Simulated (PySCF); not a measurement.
Cr: excitation energy

Cr [Ar] 3d5 4s1 (7S) → Cr [Ar] 3d4 4s2 (5D), as a difference of total energies. All numbers are calculated (PySCF 2.14, no relativity, point nucleus, in def2-TZVPPD (6s6p4d2f1g, 67 functions)). Correlated levels: valence: [Ar] frozen; valence and next inner shell: [Ne] frozen. The calculations carry no spin-orbit coupling.

```
                                method  excitation energy (eV)
                                   UHF                   1.079
                                   LDA                   2.145
                                   PBE                   2.069
                                r2SCAN                   2.201
                               wB97X-V                   1.320
                               wB97M-V                   1.227
                                  TPSS                   1.988
                         MP2 (valence)                   1.264
                     SCS-MP2 (valence)                   0.357
    MP2 (valence and next inner shell)                   1.720
SCS-MP2 (valence and next inner shell)                   0.879
```

Task: Estimate what wB97X gives.

Result: 0.888 eV, closest to SCS-MP2 (valence and next inner shell) among the rows shown.

Task: Estimate what PBE0 gives.

Result: 1.816 eV, closest to MP2 (valence and next inner shell) among the rows shown.

These non-relativistic numbers lack the scalar-relativistic shift.

Errors of the correlated levels include the incompleteness of this basis and the frozen core.

For comparison: 1.003 eV (measured; NIST levels, between the centres of gravity of the two terms).
